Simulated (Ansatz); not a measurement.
Relaxation of cyclo-(H2SnNH)2 (Sn₂N₂H₆) with RKS B3LYP-D4/def2-SVP.

```sh
$ ansatz run in.yaml --threads 4 --pin off --events-out ev --progress --plain --max-ram 3916MiB
```

```yaml
crystal:
  periodic: [false, false, false]
  atoms:
    - {symbol: Sn, position_ang: [0.890690, -0.422120, -1.142780]}
    - {symbol: H, position_ang: [0.833540, 0.270540, -2.653550]}
    - {symbol: H, position_ang: [2.051280, -1.653380, -1.018520]}
    - {symbol: N, position_ang: [0.854080, 1.023550, 0.282100]}
    - {symbol: Sn, position_ang: [-0.923040, 0.473980, 1.096480]}
    - {symbol: H, position_ang: [-0.931110, -0.180110, 2.661800]}
    - {symbol: H, position_ang: [-2.039600, 1.689110, 0.888260]}
    - {symbol: N, position_ang: [-0.996200, -0.799970, -0.485680]}
    - {symbol: H, position_ang: [1.656120, 1.322360, 0.811670]}
    - {symbol: H, position_ang: [-1.395770, -1.723940, -0.439780]}
basis:
  gaussian: {orbitals: def2-SVP}
hamiltonian: {xc: {name: B3LYP}, dispersion: d4}
scf: {lower_state_search: "off"}
output: {orbitals: {seedname: orbitals}}
relax: {f_tol: 0.02, max_steps: 100}
```

It took 11 s on 4 threads of Arm Neoverse V1 on a shared host.

Positions (Å) and forces (eV/Å) at steps 1, 2, 3, 4, 5, 6 of 6:

```xyz
10
step=1 energy=-14740.8843 eV
Sn    0.891   -0.422   -1.143    0.372   -0.289   -0.299
H     0.834    0.271   -2.654    0.091    0.279   -0.880
H     2.051   -1.653   -1.019    0.319   -0.345    0.056
N     0.854    1.024    0.282    0.288    0.346    0.103
Sn   -0.923    0.474    1.096   -0.266    0.043    0.492
H    -0.931   -0.180    2.662    0.015   -0.193    0.431
H    -2.040    1.689    0.888   -0.656    0.648    0.051
N    -0.996   -0.800   -0.486   -0.330   -0.290   -0.169
H     1.656    1.322    0.812    0.372    0.183    0.228
H    -1.396   -1.724   -0.440   -0.205   -0.383   -0.014
10
step=2 energy=-14741.0107 eV
Sn    0.921   -0.426   -1.210   -0.231    0.084    0.356
H     0.928    0.245   -2.818    0.007   -0.104    0.229
H     2.104   -1.696   -1.044   -0.094    0.114   -0.045
N     0.862    0.995    0.300   -0.034    0.080   -0.059
Sn   -0.976    0.512    1.130    0.283   -0.168   -0.279
H    -0.954   -0.184    2.730   -0.025    0.078   -0.129
H    -2.169    1.776    1.003    0.170   -0.186    0.028
N    -0.976   -0.818   -0.464   -0.061    0.063   -0.074
H     1.667    1.334    0.817    0.053    0.082    0.011
H    -1.406   -1.737   -0.445   -0.068   -0.043   -0.037
10
step=3 energy=-14741.0461 eV
Sn    0.918   -0.444   -1.158   -0.047    0.109   -0.128
H     1.032    0.124   -2.783    0.009   -0.018    0.022
H     2.053   -1.714   -0.871    0.056   -0.064    0.017
N     0.832    1.070    0.246   -0.031   -0.071    0.004
Sn   -0.937    0.473    1.131   -0.088    0.129   -0.077
H    -0.821   -0.294    2.674    0.008   -0.041    0.076
H    -2.152    1.698    1.145    0.015   -0.022    0.014
N    -1.024   -0.763   -0.524    0.043   -0.005    0.037
H     1.625    1.497    0.718   -0.022   -0.053    0.003
H    -1.526   -1.647   -0.577    0.058    0.036    0.032
10
step=4 energy=-14741.0512 eV
Sn    0.910   -0.431   -1.173    0.026   -0.028    0.017
H     1.019    0.142   -2.794   -0.006    0.011   -0.013
H     2.054   -1.705   -0.898   -0.007    0.008   -0.007
N     0.835    1.068    0.249   -0.029   -0.015   -0.018
Sn   -0.948    0.488    1.119    0.012   -0.022    0.034
H    -0.841   -0.274    2.674   -0.005    0.007   -0.009
H    -2.159    1.712    1.127   -0.009    0.012   -0.010
N    -1.024   -0.767   -0.523    0.021    0.040    0.002
H     1.637    1.441    0.750   -0.007   -0.010   -0.002
H    -1.484   -1.674   -0.532    0.004   -0.003    0.005
10
step=5 energy=-14741.0513 eV
Sn    0.912   -0.431   -1.173   -0.001    0.005   -0.020
H     1.008    0.152   -2.792    0.003   -0.002    0.001
H     2.059   -1.705   -0.913   -0.005    0.005    0.004
N     0.833    1.069    0.247    0.040    0.012    0.028
Sn   -0.948    0.488    1.121   -0.017    0.012   -0.001
H    -0.853   -0.266    2.680    0.004    0.001   -0.007
H    -2.157    1.716    1.112    0.001   -0.001    0.004
N    -1.024   -0.765   -0.523   -0.028   -0.069    0.004
H     1.639    1.422    0.759   -0.008    0.003   -0.007
H    -1.470   -1.680   -0.518    0.011    0.035   -0.004
10
step=6 energy=-14741.0516 eV
Sn    0.912   -0.431   -1.173   -0.002   -0.001    0.002
H     1.007    0.153   -2.792    0.001    0.000   -0.002
H     2.059   -1.705   -0.914    0.001    0.000   -0.001
N     0.836    1.063    0.252    0.001    0.000    0.001
Sn   -0.948    0.488    1.121    0.001   -0.002   -0.002
H    -0.854   -0.265    2.680    0.000    0.001    0.000
H    -2.156    1.717    1.110   -0.001    0.001    0.001
N    -1.021   -0.770   -0.519   -0.001    0.000    0.000
H     1.640    1.429    0.756    0.000    0.001    0.000
H    -1.474   -1.680   -0.522    0.000    0.000    0.000
```

In the def2 sets Sn takes a core potential; there is no spin–orbit coupling.
